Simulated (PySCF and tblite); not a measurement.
Results of a calculation; reference values are marked as such.
C6H9NO, numbered as in [N:1]#[C:2][CH:3]1[CH2:4][CH2:5][O:6][CH2:7][CH2:8]1.

Conformers came from 90 starts (ETKDG and KDG, MMFF94s, GFN2-xTB); geometries are PBE0-D3(BJ)/def2-SVP. Weights use PBE0-D3(BJ)/def2-TZVP energies plus GFN2-xTB zero-point and thermal terms (modes under about 100 cm⁻¹ blended into free rotors). Symmetry numbers and mirror images are counted. Conformers within 4 kcal/mol (GFN2-xTB free energy) were kept, 7 at most. (PySCF 2.14, tblite 0.8.)

Rotational constants are equilibrium values for the commonest isotopes; dipoles come from the energy level named.

The 6-ring runs over atoms 3–4–5–6–7–8.

| conformer | shape | symmetry |
| --- | --- | --- |
| 1 | 6-ring chair (all substituents equatorial) | Cs |
| 2 | 6-ring chair (C2 axial) | Cs |

Problem. Give the rotational constants and dipole components, as needed to look for these species in a jet-cooled rotational spectrum.

Solution. 
```tsv
conformer	A (MHz)	B (MHz)	C (MHz)	abs μa (D)	abs μb (D)	abs μc (D)	κ	Ic−Ia−Ib (u Å²)
1	4632	1408	1152	3.18	0.00	1.45	-0.85	-29.2
2	3274	1765	1575	1.93	0.02	2.71	-0.78	-119.9
```

Problem. Which type of transition is strongest for conformer 1?

Solution. a-type, since that component is clearly the largest; the top is near-prolate.
